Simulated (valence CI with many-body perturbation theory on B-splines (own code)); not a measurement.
# E1 line list for Mo11+

Method: valence CI with perturbative core correlation (CI+MBPT): three valence electrons over a frozen Dirac-Fock core [Ar] 3d10, a basis of 11 s, 11 p, 9 d, 7 f, 5 g, 2 h, 1 i functions for each j, with the one-electron correlation potential Σ1, the two-electron term Σ2, the three-electron term Σ3, Breit, model QED; selected CI, second order for the rest, scaled by the run's own slope (own B-spline code, finite nucleus).

No measured levels were compared; by estimate levels hold to about 250 cm⁻¹ or 0.2 % of their energy and the worst to 1 %, as in measured heavy ions of charge 2 to 7; those with d or f electrons hold less well.

Lines 201 to 250 of 276 in falling wavelength, among levels below 117.24 eV, chosen from the strongest by gf and those to the six lowest levels. Wavelengths and rates use the calculated energies, so an error of 1000 cm⁻¹ moves a line at 23.40 nm by 0.23 % and its rate by three times that or more. Electric multipoles are in the length gauge, E1 and E2 with the static RPA response of the core. Weak lines are less certain than strong ones. Lines between different terms over intervals too small for the method are left out, as are lines whose strength nearly cancels. Where a level lies close to another of its J and parity, the split of strength between their lines is uncertain. The highest levels of a list are the least certain.

Names give the largest LS component (configuration and term), which can be under half, so a name can repeat, a term be missing and a line seem to break the LS rules; names also repeat where a configuration has a term twice. Letters in brackets count levels of one name in rising energy.

| λ vac (nm) | Upper | Lower | A (s⁻¹) | S (a.u.) with core polarisation | S without |
| --- | --- | --- | --- | --- | --- |
| 23.40 | 4s4p4d ⁴D°_3/2 [b] | 4s4p² ⁴P_3/2 | 3.67e+10 | 9.28e-01 | 1.01e+00 |
| 23.39 | 4s4p4d ²F°_7/2 [b] | 4s4p² ²D_5/2 | 7.37e+10 | 3.72e+00 | 4.04e+00 |
| 23.38 | 4p²4d ²F_7/2 [b] | 4p³ ²D°_5/2 | 9.81e+10 | 4.95e+00 | 5.37e+00 |
| 23.26 | 4s4p4d ²F°_5/2 [b] | 4s4p² ²D_5/2 | 3.56e+09 | 1.33e-01 | 1.44e-01 |
| 23.25 | 4s4p4d ²D°_3/2 [a] | 4s4p² ⁴P_3/2 | 8.36e+09 | 2.08e-01 | 2.27e-01 |
| 23.25 | 4s4p4d ²P°_3/2 [b] | 4s4p² ²P_1/2 | 1.56e+10 | 3.87e-01 | 4.23e-01 |
| 23.21 | 4s4p4d ²P°_3/2 [a] | 4s4p² ²D_3/2 | 2.36e+08 | 5.83e-03 | 6.45e-03 |
| 23.14 | 4s4p4d ²D°_5/2 [a] | 4s4p² ⁴P_3/2 | 2.00e+09 | 7.33e-02 | 8.00e-02 |
| 23.10 | 4s4p4d ²F°_5/2 [a] | 4s4p² ⁴P_5/2 | 1.37e+08 | 5.00e-03 | 5.55e-03 |
| 22.98 | 4s²5p ²P°_1/2 | 4s²4d ²D_3/2 | 3.21e+10 | 3.84e-01 | 3.73e-01 |
| 22.90 | 4s4p4d ²F°_5/2 [b] | 4s4p² ²D_3/2 | 7.02e+10 | 2.50e+00 | 2.71e+00 |
| 22.87 | 4p²4d ²F_5/2 [b] | 4p³ ⁴S°_3/2 [a] | 1.60e+10 | 5.66e-01 | 6.13e-01 |
| 22.69 | 4s4p4d ⁴P°_1/2 | 4s4p² ⁴P_1/2 | 2.98e+08 | 3.44e-03 | 3.75e-03 |
| 22.67 | 4s4p4d ⁴D°_3/2 [b] | 4s4p² ⁴P_1/2 | 2.72e+09 | 6.26e-02 | 6.84e-02 |
| 22.65 | 4s²5p ²P°_3/2 | 4s²4d ²D_5/2 | 2.75e+10 | 6.31e-01 | 6.10e-01 |
| 22.53 | 4s4p4d ²D°_3/2 [a] | 4s4p² ⁴P_1/2 | 1.61e+09 | 3.64e-02 | 3.98e-02 |
| 22.44 | 4s4p4d ²F°_5/2 [a] | 4s4p² ⁴P_3/2 | 8.13e+08 | 2.72e-02 | 2.98e-02 |
| 22.43 | 4s4p4d ²P°_1/2 [a] | 4s4p² ²D_3/2 | 4.33e+07 | 4.83e-04 | 5.42e-04 |
| 22.06 | 4s4p4d ²F°_7/2 [a] | 4s4p² ⁴P_5/2 | 2.85e+09 | 1.21e-01 | 1.32e-01 |
| 21.78 | 4s4p4d ²P°_1/2 [b] | 4s4p² ²D_3/2 | 6.30e+08 | 6.43e-03 | 6.96e-03 |
| 21.57 | 4s4p4d ²D°_3/2 [b] | 4s4p² ²D_3/2 | 7.56e+08 | 1.50e-02 | 1.64e-02 |
| 21.51 | 4s4p4d ²P°_3/2 [b] | 4s4p² ²D_3/2 | 1.61e+09 | 3.16e-02 | 3.47e-02 |
| 21.39 | 4s4p4d ²D°_5/2 [b] | 4s4p² ²D_3/2 | 1.48e+08 | 4.30e-03 | 4.81e-03 |
| 21.32 | 4s4p4d ²P°_3/2 [a] | 4s4p² ⁴P_5/2 | 1.99e+07 | 3.81e-04 | 4.22e-04 |
| 21.16 | 4s4p4d ²F°_7/2 [b] | 4s4p² ⁴P_5/2 | 2.68e+09 | 1.00e-01 | 1.09e-01 |
| 21.06 | 4s4p4d ²F°_5/2 [b] | 4s4p² ⁴P_5/2 | 8.92e+07 | 2.46e-03 | 2.66e-03 |
| 20.76 | 4s4p4d ²P°_3/2 [a] | 4s4p² ⁴P_3/2 | 2.02e+08 | 3.57e-03 | 3.91e-03 |
| 20.51 | 4s4p4d ²F°_5/2 [b] | 4s4p² ⁴P_3/2 | 1.29e+08 | 3.30e-03 | 3.57e-03 |
| 20.18 | 4s4p4d ²P°_3/2 [a] | 4s4p² ⁴P_1/2 | 1.28e+09 | 2.07e-02 | 2.28e-02 |
| 20.13 | 4s4p4d ²P°_1/2 [a] | 4s4p² ⁴P_3/2 | 1.21e+08 | 9.72e-04 | 1.07e-03 |
| 19.92 | 4s4p4d ²D°_3/2 [b] | 4s4p² ⁴P_5/2 | 1.35e+04 | 2.10e-07 | 2.67e-07 |
| 19.87 | 4s4p4d ²P°_3/2 [b] | 4s4p² ⁴P_5/2 | 2.71e+07 | 4.20e-04 | 4.64e-04 |
| 19.77 | 4s4p4d ²D°_5/2 [b] | 4s4p² ⁴P_5/2 | 1.20e+08 | 2.74e-03 | 3.00e-03 |
| 19.61 | 4s4p4d ²P°_1/2 [b] | 4s4p² ⁴P_3/2 | 5.31e+05 | 3.95e-06 | 4.17e-06 |
| 19.59 | 4s4p4d ²P°_1/2 [a] | 4s4p² ⁴P_1/2 | 3.21e+08 | 2.38e-03 | 2.61e-03 |
| 19.43 | 4s4p4d ²D°_3/2 [b] | 4s4p² ⁴P_3/2 | 1.25e+08 | 1.81e-03 | 1.98e-03 |
| 19.38 | 4s4p4d ²P°_3/2 [b] | 4s4p² ⁴P_3/2 | 3.38e+06 | 4.86e-05 | 5.37e-05 |
| 19.29 | 4s4p4d ²D°_5/2 [b] | 4s4p² ⁴P_3/2 | 9.66e+07 | 2.05e-03 | 2.25e-03 |
| 19.09 | 4s4p4d ²P°_1/2 [b] | 4s4p² ⁴P_1/2 | 1.27e+07 | 8.74e-05 | 9.68e-05 |
| 18.92 | 4s4p4d ²D°_3/2 [b] | 4s4p² ⁴P_1/2 | 2.37e+07 | 3.17e-04 | 3.47e-04 |
| 18.88 | 4s4p4d ²P°_3/2 [b] | 4s4p² ⁴P_1/2 | 2.07e+06 | 2.75e-05 | 2.92e-05 |
| 18.27 | 4s²4f ²F°_5/2 | 4s4p² ²D_3/2 | 2.50e+09 | 4.52e-02 | 5.03e-02 |
| 17.10 | 4s²4f ²F°_7/2 | 4s4p² ⁴P_5/2 | 2.23e+08 | 4.41e-03 | 4.88e-03 |
| 17.08 | 4s²4f ²F°_5/2 | 4s4p² ⁴P_5/2 | 1.33e+07 | 1.96e-04 | 2.17e-04 |
| 16.75 | 4s²5p ²P°_1/2 | 4s4p² ²D_3/2 | 8.88e+09 | 4.12e-02 | 3.95e-02 |
| 16.72 | 4s²4f ²F°_5/2 | 4s4p² ⁴P_3/2 | 2.00e+07 | 2.76e-04 | 3.06e-04 |
| 16.46 | 4s²5p ²P°_3/2 | 4s4p² ²D_3/2 | 1.14e+09 | 1.00e-02 | 9.67e-03 |
| 15.48 | 4s²5p ²P°_3/2 | 4s4p² ⁴P_5/2 | 9.59e+08 | 7.03e-03 | 6.69e-03 |
| 15.44 | 4s²5p ²P°_1/2 | 4s4p² ⁴P_3/2 | 1.27e+08 | 4.63e-04 | 4.44e-04 |
| 15.19 | 4s²5p ²P°_3/2 | 4s4p² ⁴P_3/2 | 1.21e+05 | 8.37e-07 | 1.18e-06 |
